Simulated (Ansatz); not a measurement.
An input meant for SnBr2⁺ (charge 1, doublet).

```yaml
crystal:
  periodic: [true, true, true]
  atoms:
    - {symbol: Sn, position_ang: [-0.226250, -0.001765, 1.417758]}
    - {symbol: Br, position_ang: [0.896124, 1.267625, -0.582402]}
    - {symbol: Br, position_ang: [-0.669864, -1.265860, -0.835356]}
basis:
  gaussian: {orbitals: def2-mTZVPP}
total_charge: 1
magnetization: {spin_polarized: true, initial_magnetization: 1}
hamiltonian: {xc: {name: wB97M-V}}
scf: {lower_state_search: off}
```

```sh
$ ansatz run in.yaml --threads 4 --pin off --events-out ev --progress --plain --max-ram 3916MiB
```

Shortened log:

```
Error: YAML parse error: error: line 2 column 3: crystal: missing field `lattice` (a structure is typed as `lattice` and `atoms`, a molecule's as `atoms` in Å alone, or read from a run's directory, `checkpoint`)
 --> <input>:2:3
1 | crystal:
2 |   periodic: [true, true, true]
3 |   atoms:
4 |     - {symbol: Sn, position_ang: [-0.226250, -0.001765, 1.417758]}
```

(1) Something in this input is off. What?

## Answers

(1) The species is marked periodic without a cell. The input was rejected before any iteration.
